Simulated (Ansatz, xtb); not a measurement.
Two structures of CH2Ge2O

Structure X: a singlet given by its coordinates. Structure Y: a singlet given by its coordinates. Both are isolated molecules in the gas phase, relaxed with B3LYP-D3(BJ)/def2-SVP.

X (Å):

```yaml
atoms:
  - { symbol: C, position_ang: [0.3387, -2.1657, 0.4204] }
  - { symbol: Ge, position_ang: [-0.7357, -2.0578, 2.1453] }
  - { symbol: Ge, position_ang: [-1.3508, -2.8469, -0.4865] }
  - { symbol: O, position_ang: [-2.1542, -2.0643, 0.9727] }
  - { symbol: H, position_ang: [1.3409, -2.6083, 0.3189] }
  - { symbol: H, position_ang: [0.3730, -1.1062, 0.0947] }
```

Close contacts (Å): C1–Ge2 2.03, C1–Ge3 2.03, Ge2–O4 1.84, Ge3–O4 1.84, C1–H5 1.10, C1–H6 1.11.

Y (Å):

```tsv
atom	x (Å)	y (Å)	z (Å)
C	-2.1232	-2.1688	2.3633
Ge	-1.4413	-0.5244	2.9692
Ge	-0.5667	-3.2238	2.3387
O	0.0747	-1.7458	3.6008
H	-3.0798	-2.3626	1.8663
H	0.9923	-1.4381	3.5563
```

Close contacts (Å): C1–Ge2 1.88, C1–Ge3 1.88, Ge2–O4 2.05, Ge3–O4 2.05, C1–H5 1.10, O4–H6 0.97.

Energies in hartree; the thermal terms are from B3LYP-D3(BJ)/def2-SVP harmonic frequencies (ideal gas, rigid rotor, one conformer each, 298.15 K, 1 atm) and include the zero-point energy:

|  | X | Y |
| --- | --- | --- |
| E, CCSD(T)/def2-SVP | −4264.779874 | −4264.762495 |
| E, MP2/def2-SVP | −4264.746062 | −4264.729094 |
| E, MP2/def2-TZVPP | −4265.542359 | −4265.521332 |
| zero-point energy | 0.028049 | 0.028640 |
| H(298 K) − E | 0.033991 | 0.034884 |
| G(298 K) − E | −0.001883 | −0.001752 |

Correct the CCSD(T) difference for the basis set by the MP2 change, then work out ΔE, ΔE₀, ΔH and ΔG for X → Y in kJ/mol (1 Eh = 2625.50 kJ/mol) and the equilibrium ratio [Y]/[X].

1. Differences Y − X: CCSD(T) +0.017379, MP2 in the small set +0.016968, MP2 in the large set +0.021027 Eh.
2. ΔE = +0.017379 + (+0.021027 − (+0.016968)) = +0.021438 Eh = +56.29 kJ/mol.
3. ΔE₀ = ΔE + ΔZPE = +0.021438 + (+0.000591) Eh = +57.84 kJ/mol.
4. ΔH = ΔE + (+0.000893) Eh = +58.63 kJ/mol.
5. ΔG = ΔE + (+0.000131) Eh = +56.63 kJ/mol, so ΔS = (ΔH − ΔG)/T = +6.7 J/(mol K).
6. kT = 0.9442 mEh, so K = [Y]/[X] = exp(−ΔG/kT) = exp(−22.84) ≈ 1.2 × 10^−10.

Structure X is favoured at this temperature. An error of 4 kJ/mol in ΔG would change K by a factor of 5. Mirror images and further conformers aren't counted.

Other levels gave ΔE = +116.1 (GFN2-xTB); +154.5 (HF/STO-3G, GFN2-xTB geometries); +50.0 (r2SCAN-D4/def2-SVP, GFN2-xTB geometries); +47.0 (B3LYP-D3(BJ)/def2-SVP); +42.6 (HF/def2-SVP); +44.5 (MP2/def2-SVP); +45.6 (CCSD(T)/def2-SVP) kJ/mol. The correlated steps freeze 20 core orbitals; the filled d shell of Ge is correlated, in a basis made for valence electrons. Programs: Ansatz 0.2.0, xtb 6.7.1.
